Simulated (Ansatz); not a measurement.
InGa₂. Charge 0, multiplicity 2. Geometry PBE0-D4/def2-TZVP; atoms count from 1.

```xyz
3

Ga   -1.660   -0.405    0.170
Ga    0.564    0.200    1.277
In    1.095    0.205   -1.446
```

In the def2 sets In takes a core potential; there is no spin–orbit coupling. The charge 0 doublet is spin-contaminated (final ⟨S²⟩ up to 1.63, 0.75 for a pure state). Another isomer (quartet) lies 0.18 eV lower at PBE0-D4/def2-TZVP; other spin states weren't run for this one.

(1) Estimate the Mulliken populations from the PBE0/def2-TZVP orbitals of Ansatz.

(2) Where does the spin sit?

(3) And the Mayer bond orders between heavy atoms (over 0.3)?

Results:

(1) 
```csv
atom,charge (e),spin (α − β)
Ga1,-0.01,0.62
Ga2,-0.09,0.42
In3,0.10,-0.05
```
Mulliken values depend strongly on the basis.

(2) Summed by element: Ga 1.05, In -0.05, of 1 unpaired in all. Largest on single atoms: Ga1 0.62, Ga2 0.42, In3 -0.05.

(3) Ga1–Ga2 1.08 (2.56 Å); Ga1–In3 0.56 (3.25 Å); Ga2–In3 0.88 (2.77 Å).
